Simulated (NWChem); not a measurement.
SiH$_{2}$ClF; SMILES F[SiH2]Cl

All runs: NWChem. Pople sets run with spherical d functions. Coordinates come from a B3LYP/6-31G* (spherical d) optimisation. Level: B3LYP/6-31G* with SMD (1 M gas to 1 M solution), gas-phase geometry. Reactions with the solvent are ignored.

Question: Among these, which solvent gives the highest value of “solvation free energy (kcal/mol)”?
(A) ethylene glycol
(B) benzene
(C) tetrahydrofuran
(D) water

Answer: D, water. Values: tetrahydrofuran -2.2; benzene -2.1; ethylene glycol -1.3; water 0.4
